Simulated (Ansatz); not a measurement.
A run for Ansatz (a program for electronic structure): R-CCSDT(Q)/cc-pV(T+d)Z on NP (SMILES N#P), 2S+1 = 1, a spin state set in the input, which need not be the lowest, at the other state's geometry. Files ending in .json are basis or fitting sets from the Basis Set Exchange.

Ansatz 0.2 input:
```yaml
crystal:
  periodic: [false, false, false]
  atoms:
    - {symbol: N, position_ang: [-0.00000000, -0.00000000, -1.11419194]}
    - {symbol: P, position_ang: [0.00000000, 0.00000000, 0.51995624]}
basis:
  gaussian:
    orbitals: cc-pV_T+d_Z.json
magnetization: {spin_polarized: false}
correlation: {method: ccsdt_q, electrons: outside_noble_gas}
scf: {omitted_lower_state_checks: [cluster_reference]}
```

The head of its log:

```
WARN ansatz: RAYON_NUM_THREADS=1 ignored (pool sized by the plan → 1); use --threads N
Functional definition: HF
these checks for a lower state are left out or cut short: cluster_reference
integrals: 0.06 GiB planned
804 factors; integrals over basis functions are off by at most 2.0e-7 eV
mean field: 0.11 GiB planned
mean field evaluation 1: about -10748.6230 eV, gradient 3.8e1 eV
mean field evaluation 2: about -10748.6280 eV, gradient 3.8e1 eV
mean field evaluation 4: about -10752.2563 eV, gradient 2.6e0 eV
mean field evaluation 8: about -10752.3086 eV, gradient 2.0e-1 eV
mean field evaluation 16: about -10751.9463 eV, gradient 7.6e0 eV
mean field -10752.30889755 eV, -395.1400638083 hartree, gradient 7.6e-6 eV, S^2 0.000000; 1 other end points of the search recorded, 0 dependent functions left out; unrestricted orbitals would lower it
6 core orbitals not correlated
reference -10752.30889755 eV, -395.1400638083 hartree; 5, 5 occupied and 58, 58 virtual orbitals, 804 factors
```

Question: Predict the final total energy.

Answer: -395.5384 hartree (reference determinant -395.1401, T1 diagnostic 0.023).
